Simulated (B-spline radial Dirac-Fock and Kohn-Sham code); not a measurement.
## K-line shifts caused by a second vacancy in Pt³⁺

System: platinum as Pt³⁺, [Xe] 4f14 5d7, inside a Watson sphere of charge -3 and radius 1.6 Å (a model of the Madelung potential; inside it an electron's potential energy is raised by 27.0 eV).

The run's input, task.json:

```json
{"items": [{
  "Z": 78,
  "q": 3,
  "cfg": [[1, 0, 2], [2, 0, 2], [2, 1, 6], [3, 0, 2], [3, 1, 6], [3, 2, 10], [4, 0, 2], [4, 1, 6], [4, 2, 10], [4, 3, 14], [5, 0, 2], [5, 1, 6], [5, 2, 7]],
  "A": 195,
  "rrms": 5.427,
  "watson": [-3, 1.6],
  "do": ["binding", "quiet", "double"]
}]}
```

Command: `python xray_run.py task.json out`

Level of theory: Dirac-Fock (average of configuration) total-energy differences with a finite nucleus, the Breit interaction including its frequency dependence, and self-energy and vacuum-polarisation corrections; a radial finite-basis atomic code. Each two-hole energy is an average over J within one jj subconfiguration, not an observable level; in light atoms, where LS coupling holds, the j-resolved values are not observed lines, and for a K spectator the Kα1 hypersatellite is nearly forbidden. Correlation energy is missing from these numbers.

Lines without a spectator: Kα2 (K-L2) 65117.0 eV, Kα1 (K-L3) 66826.3 eV, Kβ3 (K-M2) 75358.9 eV, Kβ1 (K-M3) 75738.9 eV. Shifts in eV with one spectator hole (a dash: not computed, or left out as unreliable):

| spectator hole | Kα2 | Kα1 | Kβ3 | Kβ1 |
| --- | --- | --- | --- | --- |
| K (1s) | +1063.6 | +1154.1 | +1379.8 | +1401.1 |
| L2 (2p1/2) | +138.6 | +189.5 | – | +353.0 |
| L3 (2p3/2) | +99.0 | +110.9 | +256.3 | – |
| M2 (3p1/2) | – | +30.6 | +57.1 | +67.8 |
| M3 (3p3/2) | +15.56 | – | +46.6 | +47.5 |
| M5 (3d5/2) | -0.55 | +3.84 | – | – |
